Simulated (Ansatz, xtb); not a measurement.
## C4H11Si+: which of two structures lies lower

Structure X is a singlet given by its coordinates and structure Y is `CC[Si+](C)C`, a singlet. Both are isolated ions in the gas phase, relaxed with PBE0-D3(BJ)/def2-SVP; the shapes shown needn't be the lowest conformers.

X (Å):

```tsv
atom	x (Å)	y (Å)	z (Å)
C	-2.1770	-0.8966	-1.9699
C	-0.3181	-2.0079	0.4886
C	-1.5502	0.3501	-2.6221
C	-0.4472	0.8513	-1.6971
Si	-0.6293	-1.6313	-1.2765
H	-2.7103	-1.5511	-2.6761
H	-2.8708	-0.6322	-1.1555
H	0.3370	-2.1734	-2.2641
H	0.7541	-1.9623	0.7346
H	-0.6468	-3.0512	0.6598
H	-0.8941	-1.3594	1.1647
H	-1.1281	0.0941	-3.6064
H	-2.2940	1.1417	-2.7947
H	-0.8249	1.2141	-0.7293
H	0.2152	1.6150	-2.1326
H	0.3293	0.0432	-1.4548
```

Close contacts (Å): C1–C3 1.54, C1–Si5 1.85, C2–Si5 1.83, C3–C4 1.52, C1–H6 1.10, C1–H7 1.10, C2–H9 1.10, C2–H10 1.11, C2–H11 1.10, C3–H12 1.10, C3–H13 1.10, C4–H14 1.10, C4–H15 1.10, C4–H16 1.15, Si5–H8 1.48, Si5–H16 1.94.

Y (Å):

| atom | x (Å) | y (Å) | z (Å) |
| --- | --- | --- | --- |
| C | -1.6679 | 1.2445 | -0.6296 |
| C | -1.0716 | -0.1271 | -0.3226 |
| C | 1.0315 | -2.3800 | -1.0893 |
| C | 0.7946 | 0.2297 | -2.8684 |
| Si | 0.2546 | -0.7575 | -1.4252 |
| H | -0.9134 | 2.0425 | -0.5749 |
| H | -2.4516 | 1.4858 | 0.1014 |
| H | -2.1296 | 1.2791 | -1.6270 |
| H | -1.8430 | -0.9259 | -0.3169 |
| H | -0.6526 | -0.1824 | 0.7036 |
| H | 2.1150 | -2.2359 | -0.9233 |
| H | 0.9447 | -3.0250 | -1.9822 |
| H | 0.5992 | -2.8965 | -0.2211 |
| H | 1.6279 | -0.2257 | -3.4211 |
| H | -0.0634 | 0.3636 | -3.5533 |
| H | 1.0779 | 1.2459 | -2.5410 |

**Question.** Estimate E(Y) − E(X) at the level CCSD(T)/def2-SVP + ΔMP2/def2-TZVPP.

**Answer.** Calculated at CCSD(T)/def2-SVP + ΔMP2/def2-TZVPP: E(Y) − E(X) = −59.8 kJ/mol, so structure Y lies lower.

The same difference at several levels:

```
                             level              geometry  E(Y) − E(X) (kJ/mol)  departure from the last row (kJ/mol)  job, with rough time for the two
              PBE0-D3(BJ)/def2-SVP  PBE0-D3(BJ)/def2-SVP                   −60.4                                  −0.7             optimisation, 2.3 min
                       HF/def2-SVP  PBE0-D3(BJ)/def2-SVP                   −74.0                                 −14.2           part of the CCSD(T) run
                      MP2/def2-SVP  PBE0-D3(BJ)/def2-SVP                   −58.4                                  +1.4           part of the CCSD(T) run
                  CCSD(T)/def2-SVP  PBE0-D3(BJ)/def2-SVP                   −55.6                                  +4.2                      single point
CCSD(T)/def2-SVP + ΔMP2/def2-TZVPP  PBE0-D3(BJ)/def2-SVP                   −59.8                                                      single point, 63 s
```

None of the levels shown reverses the order. The largest departure from CCSD(T)/def2-SVP + ΔMP2/def2-TZVPP is that of HF/def2-SVP, 14.2 kJ/mol. Levels run at GFN2-xTB geometries aren't shown. The last row adds to CCSD(T) the change of the MP2 difference between the two basis sets, here −4.2 kJ/mol.

With harmonic frequencies from PBE0-D3(BJ)/def2-SVP (ideal gas, rigid rotor, one conformer each, 298.15 K, 1 atm): on the last row, ΔE + ΔZPE = −62.6 kJ/mol. A mode under 50 cm⁻¹ makes harmonic enthalpies and free energies unreliable, so none is given.

The correlated steps freeze 9 core orbitals. Run with Ansatz 0.2.0; the last row on 2 threads of Arm Neoverse V1 on a shared host.
